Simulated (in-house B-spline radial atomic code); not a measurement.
A run on an ion of nuclear charge 58 with 58.7 electrons that did not converge. Method: scalar-relativistic (X2C) LDA PW92, spin-polarised, spherical fractional occupations, Fermi nucleus of rms radius 4.8771 fm; computed with an all-electron radial atomic-structure program (B-spline basis).

Command:
```bash
python run_scf.py task.json out
```
Settings (nuclear radius in fm, mass in u):
```
Z                58
configuration    [Xe] 4f1.7 5d1 6s2
hamiltonian      x2c
method           lda,pw
spin_polarised   True
nucleus          fermi
rms_radius       4.8771
atomic_mass      139.90545
speed_of_light   137.035999084
```

First and last ten iterations of the last attempt (damped for 15 steps, keeping 80 % of the old Fock matrix, then DIIS):
```
 iter        energy (Eh)    residual
    1       -8844.830388    4.58e-01
    2       -8844.387823    4.77e-01
    3       -8848.682319    2.98e-01
    4       -8850.762181    1.78e-01
    5       -8851.713740    1.02e-01
    6       -8852.125367    5.56e-02
    7       -8852.294139    2.93e-02
    8       -8852.360091    1.71e-02
    9       -8852.384934    1.10e-02
   10       -8852.394140    7.07e-03
  111       -8850.857017    8.63e-02
  112       -8850.856475    8.64e-02
  113       -8852.396911    4.72e-03
  114       -8852.396688    5.13e-03
  115       -8852.281787    4.27e-02
  116       -8852.272679    5.98e-02
  117       -8852.288006    4.30e-02
  118       -8852.287632    4.82e-02
  119       -8852.396777    4.77e-03
  120       -8852.298211    2.67e-02
 not converged after 120 iterations
```

The smallest residual met was 4.5e-03; the threshold is about 6e-07. No energy from this run should be used. The likely cause: this method binds the added charge weakly or not at all at the basis-set limit, so charge moves back and forth between the atom and the box. Time taken, with all properties: 2.5 s on 1 thread of Intel(R) Xeon(R) Platinum 8375C CPU @ 2.90GHz, with other jobs on the host.
